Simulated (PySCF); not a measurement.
Computed IR spectrum (relative IR intensity) of a molecule C₂H₇FOSi. Geometry optimised at PBE-D3(BJ)/def2-SVP. One conformer was computed; it need not be the lowest. These are PySCF with PBE-D3(BJ)/def2-SVP values and carry that method's errors. Frequencies are harmonic and unscaled.

Lines under 2 % of the strongest are left out, and lines within 2 cm⁻¹ are merged.

```
ν (cm⁻¹)  relative intensity
--------  ------------------
181                      2.6
233                       16
283                       15
317                       15
356                       22
666                       23
761                       13
800                      6.1
839                      100
866                       44
905                       40
952                      7.7
960                       30
1024                     8.8
1218                     4.1
1377                     2.1
1425                     2.7
1428                     3.0
2220                      51
2966                     4.2
2968                      12
3053                     7.7
3057                     7.7
3764                      27
```

Q: Identify the compound among the candidates.
A) C[Si@H](F)CO
B) CC[SiH](O)F
C) CCO[SiH2]F
D) COC[SiH2]F

A: B, CC[SiH](O)F
